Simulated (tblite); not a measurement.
C4H12Si3.
Numbering: `[SiH3:1]/[CH:2]=[CH:3]\[SiH2:4][SiH:5]1[CH2:6][CH2:7]1` (hydrogens: H8, H9, H10 on Si1; H11 on C2; H12 on C3; H13, H14 on Si4; H15 on Si5; H16, H17 on C6; H18, H19 on C7)

Computed with GFN2-xTB (tblite), gas phase: L-BFGS steps from a force-field or distance-geometry start until the largest atomic force falls under 0.01 eV/Å.

At the end of the run (lengths in Å): C3–Si4 1.883, Si5–C6 1.893, Si1–C2 1.882, Si4–Si5 2.296, Si4–H13 1.469, C6–C7 1.526, C2=C3 1.332, C2–C3–Si4 126.6°, Si1–C2–C3 126.6°, Si4–Si5–C6 119.9°, Si5–C6–C7 66.3°, Si1–C2–C3–Si4 -2°, C2–C3–Si4–Si5 -81°, C3–Si4–Si5–C6 15°, H16–C6–Si5–Si4 2°, H13–Si4–C3–C2 42°.

Task: These geometries were met on the way; a selection of coordinates is given. Order them by energy above the end point, lowest first.
A. C3–Si4 1.876, Si5–C6 1.880, Si1–C2 1.877, Si4–Si5 2.261, Si4–H13 1.476, C6–C7 1.526, C2=C3 1.304, C2–C3–Si4 130.8°, Si1–C2–C3 130.6°, Si4–Si5–C6 118.6°, Si5–C6–C7 66.8°, Si1–C2–C3–Si4 2°, C2–C3–Si4–Si5 -93°, C3–Si4–Si5–C6 5°, H16–C6–Si5–Si4 14°, H13–Si4–C3–C2 28°
B. C3–Si4 1.885, Si5–C6 1.891, Si1–C2 1.880, Si4–Si5 2.298, Si4–H13 1.469, C6–C7 1.519, C2=C3 1.332, C2–C3–Si4 129.0°, Si1–C2–C3 128.6°, Si4–Si5–C6 117.9°, Si5–C6–C7 66.6°, Si1–C2–C3–Si4 1°, C2–C3–Si4–Si5 -95°, C3–Si4–Si5–C6 10°, H16–C6–Si5–Si4 8°, H13–Si4–C3–C2 30°
C. C3–Si4 1.884, Si5–C6 1.892, Si1–C2 1.887, Si4–Si5 2.280, Si4–H13 1.452, C6–C7 1.530, C2=C3 1.337, C2–C3–Si4 129.4°, Si1–C2–C3 129.6°, Si4–Si5–C6 118.2°, Si5–C6–C7 65.6°, Si1–C2–C3–Si4 1°, C2–C3–Si4–Si5 -94°, C3–Si4–Si5–C6 8°, H16–C6–Si5–Si4 10°, H13–Si4–C3–C2 29°
D. C3–Si4 1.883, Si5–C6 1.887, Si1–C2 1.882, Si4–Si5 2.270, Si4–H13 1.449, C6–C7 1.520, C2=C3 1.337, C2–C3–Si4 129.8°, Si1–C2–C3 130.0°, Si4–Si5–C6 118.6°, Si5–C6–C7 66.2°, Si1–C2–C3–Si4 2°, C2–C3–Si4–Si5 -94°, C3–Si4–Si5–C6 7°, H16–C6–Si5–Si4 13°, H13–Si4–C3–C2 28°
E. C3–Si4 1.823, Si5–C6 1.837, Si1–C2 1.837, Si4–Si5 2.269, Si4–H13 1.503, C6–C7 1.494, C2=C3 1.357, C2–C3–Si4 131.2°, Si1–C2–C3 129.8°, Si4–Si5–C6 118.5°, Si5–C6–C7 67.7°, Si1–C2–C3–Si4 1°, C2–C3–Si4–Si5 -93°, C3–Si4–Si5–C6 5°, H16–C6–Si5–Si4 16°, H13–Si4–C3–C2 29°

Result: B (0.040 eV), C (0.072 eV), D (0.121 eV), A (0.205 eV), E (0.339 eV).

```json
{"step": "10", "E above end (eV)": "0.040", "rms distance from the end, all atoms (Å)": "0.299", "largest force (eV/Å)": "0.169", "rms shift of all bonds from the end (Å)": "0.003"}
{"step": "5", "E above end (eV)": "0.072", "rms distance from the end, all atoms (Å)": "0.304", "largest force (eV/Å)": "0.313", "rms shift of all bonds from the end (Å)": "0.008"}
{"step": "3", "E above end (eV)": "0.121", "rms distance from the end, all atoms (Å)": "0.308", "largest force (eV/Å)": "0.361", "rms shift of all bonds from the end (Å)": "0.009"}
{"step": "1", "E above end (eV)": "0.205", "rms distance from the end, all atoms (Å)": "0.310", "largest force (eV/Å)": "1.762", "rms shift of all bonds from the end (Å)": "0.013"}
{"step": "0", "E above end (eV)": "0.339", "rms distance from the end, all atoms (Å)": "0.311", "largest force (eV/Å)": "2.283", "rms shift of all bonds from the end (Å)": "0.028"}
```

Rows stand in the order of the answer.
